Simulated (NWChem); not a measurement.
System: C$_{2}$H$_{4}$I, doublet; SMILES C[CH]I

Here is an NWChem input.

```
start job
memory heap 200 mb stack 900 mb global 1100 mb
geometry units angstroms
  C     -0.357518     2.464281    -0.014387
  C      0.612150     1.347879     0.030540
  I     -0.018300    -0.621644    -0.071115
  H      0.136517     3.401065     0.289799
  H     -0.767958     2.624598    -1.030808
  H     -1.217080     2.293957     0.653348
  H      1.677856     1.481925    -0.167463
end
basis spherical
  * library 3-21g
end
dft
  odft
  mult 2
  xc b3lyp
  iterations 150
end
driver
  maxiter 120
end
task dft optimize
task dft freq
```

Parts of the log:

```
             Northwest Computational Chemistry Package (NWChem) 7.3.0
             --------------------------------------------------------

 C1  symmetry detected

                             Geometry "geometry" -> ""
                             -------------------------

 Output coordinates in angstroms (scale by  1.889725989 to convert to a.u.)

  No.       Tag          Charge          X              Y              Z
 ---- ---------------- ---------- -------------- -------------- --------------
    1 C                    6.0000    -0.34738587     2.47085745    -0.00534157
    2 C                    6.0000     0.61662696     1.34953662     0.03878051
    3 I                   53.0000    -0.02790461    -0.61768781     0.00097967
    4 H                    1.0000     0.16042449     3.41125065     0.26289941
    5 H                    1.0000    -0.78515661     2.61010210    -1.01342980
    6 H                    1.0000    -1.18891124     2.32172384     0.68987159
    7 H                    1.0000     1.67714101     1.47201277    -0.19189747

 Effective nuclear repulsion energy (a.u.)     201.2592303784

                                Z-matrix (autoz)
                                --------

 Units are Angstrom for bonds and degrees for angles

[...]

      ----------------------
      Optimization converged
      ----------------------

  Step       Energy      Delta E   Gmax     Grms     Xrms     Xmax
  ---- ---------------- -------- -------- -------- -------- --------
@    9   -6968.14921592  1.3D-06  0.00004  0.00001  0.00059  0.00141
                                     ok       ok       ok       ok

                                Z-matrix (autoz)
                                --------

 Units are Angstrom for bonds and degrees for angles

[...]

 Rotational Constants
 --------------------
 A=   1.301418 cm-1  (  1.872408 K)
 B=   0.096114 cm-1  (  0.138283 K)
 C=   0.091091 cm-1  (  0.131057 K)

 Temperature                      =   298.15K
 frequency scaling parameter      =   1.0000

 Zero-Point correction to Energy  =   32.301 kcal/mol  (  0.051475 au)
 Thermal correction to Energy     =   35.235 kcal/mol  (  0.056150 au)
 Thermal correction to Enthalpy   =   35.827 kcal/mol  (  0.057094 au)

 Total Entropy                    =   72.142 cal/mol-K
   - Translational                =   41.005 cal/mol-K (mol. weight = 154.9317)
   - Rotational                   =   24.452 cal/mol-K (symmetry #  =        1)
   - Vibrational                  =    6.685 cal/mol-K

 Cv (constant volume heat capacity) =   13.756 cal/mol-K
   - Translational                  =    2.979 cal/mol-K
   - Rotational                     =    2.979 cal/mol-K
   - Vibrational                    =    7.797 cal/mol-K

[normal modes left out]

 ----------------------------------------------------------------------------
 Normal Eigenvalue ||           Projected Infra Red Intensities
  Mode   [cm**-1]  || [atomic units] [(debye/angs)**2] [(KM/mol)] [arbitrary]
 ------ ---------- || -------------- ----------------- ---------- -----------
    1       -0.000 ||    0.000072           0.002         0.070       0.058
    2        0.000 ||    0.000095           0.002         0.092       0.076
    3        0.000 ||    0.000001           0.000         0.001       0.001
    4        0.000 ||    0.000383           0.009         0.373       0.307
    5        0.000 ||    0.000469           0.011         0.457       0.377
    6        0.000 ||    0.000282           0.007         0.275       0.226
    7      132.000 ||    0.000531           0.012         0.518       0.426
    8      265.765 ||    0.005325           0.123         5.191       4.273
    9      323.022 ||    0.053695           1.239        52.345      43.089
   10      543.483 ||    0.014384           0.332        14.022      11.543
   11     1021.786 ||    0.010345           0.239        10.085       8.302
   12     1037.186 ||    0.006710           0.155         6.541       5.385
   13     1093.836 ||    0.002320           0.054         2.261       1.861
   14     1267.157 ||    0.100615           2.321        98.085      80.741
   15     1460.170 ||    0.006315           0.146         6.157       5.068
   16     1529.919 ||    0.011856           0.274        11.558       9.514
   17     1546.829 ||    0.003653           0.084         3.561       2.931
   18     2987.466 ||    0.017840           0.412        17.392      14.317
   19     3062.566 ||    0.013661           0.315        13.318      10.963
   20     3102.643 ||    0.008297           0.191         8.088       6.658
   21     3231.934 ||    0.004840           0.112         4.719       3.884
 ----------------------------------------------------------------------------
```

Level: B3LYP/3-21G, non-relativistic, spin-unrestricted. No stability test was run on the SCF state.
